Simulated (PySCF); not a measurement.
## Re²⁺: interval between two levels

Re²⁺ [Xe] 4f14 5d5 [6S5/2, M_J = 5/2] → Re²⁺ [Xe] 4f14 5d4 6s1 [6D9/2, M_J = 9/2], as a difference of total energies. All numbers are calculated (PySCF 2.14, the two-component X2C-1e Hamiltonian, in x2c-SVPall-2c with one added diffuse shell each of s, d type (8s9p10d2f, 99 functions)). "Screened" scales the spin-orbit matrix elements by Boettger's factors to mimic the two-electron term; Breit and QED terms are absent.

| method | interval between two levels (cm⁻¹) |
| --- | --- |
| GHF (spin-free) | 23647 |
| GHF (screened spin-orbit) | 26530 |

The labels give the starting determinants; with spin-orbit coupling the two ends relaxed to ⟨J²⟩ = 8.75, ⟨L²⟩ = 0.25, ⟨S²⟩ = 8.51 and ⟨J²⟩ = 24.97, ⟨L²⟩ = 7.25, ⟨S²⟩ = 8.10.
